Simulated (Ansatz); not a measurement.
Abridged output of a molecular run in Ansatz:

```
Functional definition: HF
  name "HF"
  cite "Fock, Z. Phys. 61, 126 (1930) doi:10.1007/BF01340294"
  parent pbe
  exchange = exact_x
  correlation = 0
942 factors; integrals over basis functions are off by at most 2.8e-4 eV
mean field evaluation 1: about -46009.7409 eV, gradient 3.4e1 eV
mean field evaluation 2: about -46009.8586 eV, gradient 3.4e1 eV
mean field evaluation 4: about -46012.4490 eV, gradient 1.9e0 eV
mean field evaluation 8: about -46012.4726 eV, gradient 1.5e-1 eV
mean field -46012.47278576 eV, -1690.9271865025 hartree, gradient 2.0e-6 eV, S^2 0.000000; 0 other end points of the search recorded, 0 dependent functions left out
20 core orbitals not correlated: weight in the atoms' cores, before any rotation towards them, 1.000 or more for the frozen orbitals, at most 0.000 for the correlated occupied ones
reference -46012.47278576 eV, -1690.9271865025 hartree; 21, 21 occupied and 53, 53 virtual orbitals, 942 factors
second order -18.54276559 eV of doubles, -0.00000000 eV of singles
cycle   1  -19.09569203 eV  change   -5.5e-1 eV  update   9.6e-2
cycle   2  -19.44358961 eV  change   -3.5e-1 eV  update   2.9e-2
cycle   3  -19.54250084 eV  change   -9.9e-2 eV  update   1.6e-2
cycle   4  -19.54294954 eV  change   -4.5e-4 eV  update   3.3e-3
cycle   5  -19.53983100 eV  change    3.1e-3 eV  update   1.3e-3
cycle   6  -19.53947734 eV  change    3.5e-4 eV  update   3.7e-4
cycle   7  -19.53937035 eV  change    1.1e-4 eV  update   1.3e-4
cycle   8  -19.53933948 eV  change    3.1e-5 eV  update   4.1e-5
perturbative correction -0.41134630 eV, -0.0151166976 hartree
Total energy: -46032.42347154 eV, -1691.6603606817 hartree
```

Its atoms:

Cartesian coordinates in Å:
```
F -1.276 -0.275 1.410
Sn -0.020 -0.004 0.022
Cl -1.195 0.398 -1.889
Cl 1.264 1.786 0.605
Cl 1.226 -1.905 -0.148
```

Problem. Which basis set was used?
A. def2-QZVPP
B. def2-SVP
C. def2-TZVPPD
D. cc-pV(T+d)Z

Solution. B. It gives 94 functions.

Problem. Write the keys of the input that set method, charge and spin (a neutral closed shell needs none for the last two).

Solution. 
```yaml
correlation: {method: ccsd_t}
```
